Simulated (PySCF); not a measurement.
PySCF input for ethylene carbonate (C3H4O3), SMILES O=C1OCCO1, HF/pcSseg-1. Geometry optimised at B3LYP-D3(BJ)/def2-SVP. The values are those of a single conformer.

```python
import numpy as np
from pyscf import gto, scf, dft
from pyscf.prop.nmr import rhf as nmr

mol = gto.M(
    atom='''
    O    -0.00000000   -0.00000000    2.03979496
    C     0.00000000   -0.00000000    0.85206002
    O     0.10393180   -1.10635281    0.06988467
    C    -0.11390923   -0.75851080   -1.29448730
    C     0.11390923    0.75851081   -1.29448730
    O    -0.10393180    1.10635281    0.06988467
    H     0.59243658   -1.31131493   -1.92858490
    H    -1.14454463   -1.02953132   -1.57892858
    H    -0.59243657    1.31131493   -1.92858491
    H     1.14454462    1.02953131   -1.57892857
    ''',
    basis='pcSseg-1',
    charge=0,
    spin=0,
    max_memory=1600,
    verbose=3,
)
mf = scf.RHF(mol)
mf.conv_tol = 1e-10
mf.max_cycle = 100
mf.kernel()
n = nmr.NMR(mf)
n.verbose = 2
n.max_cycle_cphf = 60
sigma = n.kernel()
print('atom   isotropic/ppm   span/ppm')
for i, s in enumerate(sigma):
    w = np.linalg.eigvalsh((s + s.T) / 2)
    print(f'{mol.atom_symbol(i):2s}{i + 1:3d} {w.mean():14.3f} {w[2] - w[0]:11.3f}')
```

Output:

```
converged SCF energy = -340.480438970362
atom   isotropic/ppm   span/ppm
O   1         28.152     484.131
C   2         32.118     191.685
O   3        212.094     266.679
C   4        131.644      67.391
C   5        131.644      67.391
O   6        212.094     266.679
H   7         27.620       9.055
H   8         27.705      10.438
H   9         27.620       9.055
H  10         27.705      10.438
```

The run converged.

Cost: very roughly 13 core-seconds.
